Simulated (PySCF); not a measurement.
First SCF of a structure search on doublet MoNF₂, at a hand-made T-shaped (ligand arrangement 1) geometry. PySCF input:

```python
from pyscf import gto, scf, dft
mol = gto.M(atom='''
Mo     0.000000     0.000000     0.000000
N     -1.808900     0.000000     0.063200
F      0.000000     0.000000     2.020000
F      2.018800     0.000000     0.070500''',
    basis={'Mo': 'def2-TZVP', 'N': 'def2-TZVP', 'F': 'def2-TZVP'},
    ecp={'Mo': 'def2-TZVP'},
    charge=0, spin=1)
mf = dft.UKS(mol, xc='PBE0')
mf.grids.atom_grid = (50, 194)
aux = {'Mo': 'def2-universal-JKFIT', 'N': 'def2-universal-JKFIT', 'F': 'def2-universal-JKFIT'}
mf = mf.density_fit(auxbasis=aux)
mf.conv_tol = 1e-08
mf.diis_space = 10
mf.max_cycle = 60
mf.init_guess = 'minao'
mf.verbose = 4
mf.kernel()
```

Excerpt of the output (cycles alone):

```
init E= -315.652884579281
cycle= 1 E= -322.207514128222  delta_E= -6.55  |g|= 0.772  |ddm|= 2.93
cycle= 2 E= -315.278787114159  delta_E= 6.93  |g|= 3.97  |ddm|= 2.34
cycle= 3 E= -322.360861817917  delta_E= -7.08  |g|= 0.445  |ddm|= 2.16
cycle= 4 E= -322.40325821231  delta_E= -0.0424  |g|= 0.307  |ddm|= 0.372
cycle= 5 E= -322.426394602671  delta_E= -0.0231  |g|= 0.133  |ddm|= 0.159
cycle= 6 E= -322.427253817496  delta_E= -0.000859  |g|= 0.129  |ddm|= 0.109
cycle= 7 E= -322.434095695082  delta_E= -0.00684  |g|= 0.0253  |ddm|= 0.0583
cycle= 8 E= -322.434911682802  delta_E= -0.000816  |g|= 0.0124  |ddm|= 0.0377
cycle= 9 E= -322.435496964526  delta_E= -0.000585  |g|= 0.0108  |ddm|= 0.0326
cycle= 10 E= -322.436318498216  delta_E= -0.000822  |g|= 0.0115  |ddm|= 0.0492
cycle= 11 E= -322.438972431021  delta_E= -0.00265  |g|= 0.0435  |ddm|= 0.263
cycle= 12 E= -322.438895341186  delta_E= 7.71e-05  |g|= 0.0148  |ddm|= 0.0833
cycle= 13 E= -322.440276103463  delta_E= -0.00138  |g|= 0.00559  |ddm|= 0.141
cycle= 14 E= -322.440527212886  delta_E= -0.000251  |g|= 0.00835  |ddm|= 0.052
cycle= 15 E= -322.440865778223  delta_E= -0.000339  |g|= 0.00825  |ddm|= 0.121
cycle= 16 E= -322.44089434615  delta_E= -2.86e-05  |g|= 0.00213  |ddm|= 0.0244
cycle= 17 E= -322.440906177261  delta_E= -1.18e-05  |g|= 0.00241  |ddm|= 0.0162
cycle= 18 E= -322.4409118836  delta_E= -5.71e-06  |g|= 0.000372  |ddm|= 0.0124
cycle= 19 E= -322.440911986667  delta_E= -1.03e-07  |g|= 0.000649  |ddm|= 0.00216
cycle= 20 E= -322.440912334754  delta_E= -3.48e-07  |g|= 0.000158  |ddm|= 0.00371
cycle= 21 E= -322.440912551036  delta_E= -2.16e-07  |g|= 0.000106  |ddm|= 0.00279
cycle= 22 E= -322.440912709198  delta_E= -1.58e-07  |g|= 6.27e-05  |ddm|= 0.0017
cycle= 23 E= -322.440912743147  delta_E= -3.39e-08  |g|= 7.84e-05  |ddm|= 0.00108
cycle= 24 E= -322.440912756907  delta_E= -1.38e-08  |g|= 2.09e-05  |ddm|= 0.00045
cycle= 25 E= -322.440912758688  delta_E= -1.78e-09  |g|= 1.09e-05  |ddm|= 0.00015
Extra cycle  E= -322.440912758961  delta_E= -2.72e-10  |g|= 1.16e-05  |ddm|= 2.42e-05
converged SCF energy = -322.440912758961  <S^2> = 1.5583717  2S+1 = 2.6895142
```

No lower solution of this spin was found from smeared starts or by a stability analysis within the unrestricted form.

Open d and f shells are described by one determinant, and the ground state may have another occupation or spin.

The search for the lowest solution, 3 starts and the stability check together, took 22 s on 4 threads of a shared Arm Neoverse V2 host, with 133 basis functions; the process peaked at 0.57 GiB.
